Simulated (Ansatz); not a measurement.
Ansatz (a program for electronic structure) input file for C₂H₆GeO₃, SMILES C=[CH][Ge]([OH])([OH])[OH] (connectivity only; charge and spin as stated), charge -1, multiplicity 2, PBE/def2-SVPD. Geometry: PBE0-D3(BJ)/def2-SVPD. The values are those of a single conformer.

Ansatz 0.2 input:
```yaml
crystal:
  periodic: [false, false, false]
  atoms:
    - {symbol: O, position_ang: [2.03828167, 0.83817143, 0.00000000]}
    - {symbol: Ge, position_ang: [0.18096948, 0.15303732, 0.00000000]}
    - {symbol: O, position_ang: [0.56194338, -0.87115204, -1.48163865]}
    - {symbol: O, position_ang: [0.56194338, -0.87115204, 1.48163864]}
    - {symbol: C, position_ang: [-1.79813380, -0.32888368, 0.00000000]}
    - {symbol: C, position_ang: [-2.79392636, 0.55960775, 0.00000000]}
    - {symbol: H, position_ang: [1.96930550, 1.79706207, 0.00000001]}
    - {symbol: H, position_ang: [1.48460326, -0.67586303, -1.67264113]}
    - {symbol: H, position_ang: [1.48460327, -0.67586303, 1.67264113]}
    - {symbol: H, position_ang: [-2.03722416, -1.40321189, -0.00000000]}
    - {symbol: H, position_ang: [-2.58388756, 1.63725989, -0.00000000]}
    - {symbol: H, position_ang: [-3.85341011, 0.27213858, -0.00000001]}
basis:
  gaussian:
    orbitals: def2-SVPD
hamiltonian:
  xc: {name: PBE}
total_charge: -1
magnetization: {spin_polarized: true, initial_magnetization: 1}
```

It prints:

```
WARN ansatz: RAYON_NUM_THREADS=2 ignored (pool sized by the plan → 2); use --threads N
Functional definition: PBE
integrals: 0.16 GiB planned
1686 factors; their error is unknown
mean field: 1.19 GiB planned
mean field evaluation 1: about -64779.9676 eV, gradient 6.7e1 eV
mean field evaluation 2: about -64620.0092 eV, gradient 1.7e2 eV
mean field evaluation 4: about -64797.8139 eV, gradient 3.3e1 eV
mean field evaluation 8: about -64802.2248 eV, gradient 5.8e-1 eV
mean field evaluation 16: about -64802.1537 eV, gradient 1.9e-3 eV
mean field evaluation 32: about -64799.6970 eV, gradient 1.7e-3 eV
mean field -64802.15369540 eV, -2381.4352238285 hartree, gradient 2.3e-5 eV, S^2 0.752108; 3 other end points of the search recorded, 0 dependent functions left out
reference -64802.15375337 eV, -2381.4352259587 hartree; 38, 37 occupied and 157, 158 virtual orbitals, 1686 factors
Total energy: -64802.15375337 eV, -2381.4352259587 hartree
```

Self-consistency was reached.

Cost: about 40 core-seconds (a rough figure).
